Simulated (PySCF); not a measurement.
## C₆ coefficients of unlike pairs at PBE

Calculated with PySCF 2.14 from the dipole response of each species, C₆(A,B) = (3/π) ∫ α_A(iu) α_B(iu) du, in atomic units, from isotropic polarisabilities. For ions this is the dispersion term alone; charge-induced terms of lower order in 1/R come first.

| species | configuration | basis | relativity | α (bohr³) | C₆ (like pair) |
| --- | --- | --- | --- | --- | --- |
| V³⁺ | [Ar] 3d2 (3F) | x2c-TZVPPall with one added diffuse shell each of s, p, d, f type (7s6p5d3f1g) | spin-free X2C | 2.281 | 5.751 |
| Xe⁺ | [Kr] 4d10 5s2 5p5 (2P) | aug-cc-pVQZ-PP with ECP28MDF (7s7p5d3f2g) | core potential | 18.41 | 158.4 |
| Mo⁺ | [Kr] 4d5 (6S) | aug-cc-pVTZ-PP with ECP28MDF (6s6p5d3f2g) | core potential | 22.37 | 146.7 |
| Ne | [Ne] (1S) | aug-cc-pwCVDZ (5s4p2d) | none | 2.142 | 4.821 |

Task: Estimate C₆ for Ne with V³⁺.

Result: The integral gives 5.264. The combination rule 2 C_A C_B / (C_A α_B/α_A + C_B α_A/α_B) gives 5.264 and the geometric mean 5.266.

No spin-orbit coupling is included.

The other pairs:

```
    pair     C₆
Mo⁺, V³⁺  25.77
 Ne, Xe⁺  25.44
Xe⁺, V³⁺  27.69
Mo⁺, Xe⁺  150.9
 Ne, Mo⁺  23.72
```
